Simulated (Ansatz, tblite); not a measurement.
Forces on closo-2-NB4 (H on N) (B4NH5) at its r2SCAN-D4/def2-SVP geometry. Charge 0, multiplicity 1.

The xTB rows come from tblite. Another isomer (singlet) lies 2.15 eV lower at PBE0-D4/def2-TZVP; other spin states weren't run for this one.

GFN1-xTB (tblite), largest force 1.64 eV/Å:

```xyz
10
positions Å, forces eV/Å
B     0.732   -0.242    0.798    1.241    0.390    0.468
B    -0.449   -1.203   -0.057   -0.599    0.383    0.254
B     0.430    1.201    0.155    0.466   -0.394    0.446
B    -0.978    0.219    0.476   -1.324   -0.399   -0.041
N     0.150    0.014   -0.778    0.310    0.028   -1.609
H     0.343    0.031   -1.783   -0.133   -0.011    0.690
H     1.651   -0.871    1.230   -0.428    0.337   -0.279
H    -0.534   -2.323   -0.455    0.113    0.567    0.126
H     0.650    2.333   -0.144   -0.148   -0.570    0.055
H    -1.995    0.841    0.558    0.504   -0.331   -0.111
```

GFN2-xTB (tblite), largest force 1.17 eV/Å:

```
B 0.297 0.385 -0.440
B 0.035 1.169 0.089
B -0.057 -1.170 0.031
B -0.109 -0.366 -0.532
N -0.129 -0.013 0.668
H -0.099 -0.008 0.516
H -0.521 0.389 -0.337
H 0.094 0.639 0.101
H -0.121 -0.642 0.036
H 0.611 -0.383 -0.133
```

PBE-D4/def2-TZVP (Ansatz), largest force 0.16 eV/Å:

```
B 0.057 0.032 -0.006
B -0.086 -0.098 0.000
B 0.079 0.098 0.036
B -0.050 -0.030 -0.028
N 0.004 -0.001 -0.022
H 0.010 0.001 -0.052
H -0.110 0.094 -0.044
H 0.002 0.145 0.064
H -0.025 -0.147 0.053
H 0.118 -0.094 -0.003
```
